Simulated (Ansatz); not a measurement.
A run on `[NH2][Hf]([Cl])([Br])[Br]` with other settings.

```yaml
crystal:
  periodic: [false, false, false]
  atoms:
    - {symbol: N, position_ang: [-0.554524, 0.695615, 0.929836]}
    - {symbol: Hf, position_ang: [0.330531, -0.398009, -0.479060]}
    - {symbol: Cl, position_ang: [2.107199, -1.481899, 0.568730]}
    - {symbol: Br, position_ang: [-1.361240, -1.977892, -1.412768]}
    - {symbol: Br, position_ang: [1.100547, 1.128349, -2.299218]}
    - {symbol: H, position_ang: [-1.396316, 1.243686, 0.810648]}
    - {symbol: H, position_ang: [-0.226187, 0.790159, 1.881830]}
basis:
  gaussian: {orbitals: def2-TZVPD}
magnetization: {spin_polarized: true, initial_magnetization: 0}
hamiltonian: {xc: {name: B97}}
output: {forces: true}
```

```sh
$ ansatz run in.yaml --threads 4 --pin off --events-out ev --progress --plain --max-ram 10444MiB
```

It prints (some lines left out):

```
Functional definition: B97
  name "B97"
  cite "Becke, J. Chem. Phys. 107, 8554 (1997) doi:10.1063/1.475007"
  parameter cx = 0.1943
  parameter cx0 = 0.8094
  parameter cx1 = 0.5073
  parameter cx2 = 0.7481
  parameter css0 = 0.1737
  parameter css1 = 2.3487
  parameter css2 = -2.4868
  parameter cos0 = 0.9454
  parameter cos1 = 0.7471
  parameter cos2 = -4.5961
  exchange = spin_sum(e_x_unif_s*poly(b97_u_x, cx0, cx1, cx2)) + cx*exact_x
  correlation = spin_sum(e_c_pw_same_spin*poly(b97_u_same, css0, css1, css2))
      + integral(e_c_pw_opposite_spin*poly(b97_u_opposite, cos0, cos1, cos2))
1905 factors; their error is unknown
mean field evaluation 1: about -155435.6619 eV, gradient 4.8e1 eV
mean field evaluation 2: about -155395.6686 eV, gradient 9.7e1 eV
mean field evaluation 4: about -155443.8671 eV, gradient 9.3e0 eV
mean field evaluation 8: about -155444.3586 eV, gradient 1.1e-1 eV
mean field evaluation 16: about -155444.8748 eV, gradient 4.8e-4 eV
mean field -155444.87480422 eV, -5712.4937847346 hartree, gradient 1.7e-5 eV, S^2 0.000000; 0 other end points of the search recorded, 0 dependent functions left out
the calculation of the forces begins
reference -155444.87485156 eV, -5712.4937864742 hartree; 54, 54 occupied and 204, 204 virtual orbitals, 1905 factors
Total energy: -155444.87485156 eV, -5712.4937864742 hartree
Atom 0 at    -0.554524     0.695615     0.929836 Å, force    -0.059524     0.070830     0.093062 eV/Å
Atom 1 at     0.330531    -0.398009    -0.479060 Å, force     0.000835    -0.026965    -0.087572 eV/Å
Atom 2 at     2.107199    -1.481899     0.568730 Å, force     0.213147    -0.131114     0.123885 eV/Å
Atom 3 at    -1.361240    -1.977892    -1.412768 Å, force    -0.153669    -0.148452    -0.083986 eV/Å
Atom 4 at     1.100547     1.128349    -2.299218 Å, force     0.073965     0.140589    -0.167103 eV/Å
Atom 5 at    -1.396316     1.243686     0.810648 Å, force    -0.089768     0.069051     0.013157 eV/Å
Atom 6 at    -0.226187     0.790159     1.881830 Å, force     0.015014     0.026060     0.108556 eV/Å
Dipole moment:    -0.211458     0.275796     0.430168 e Å
```

Hardware: 4 threads of an Arm Neoverse V2 on a shared host. Wall time 29 s, peak host memory 1.8 GiB.
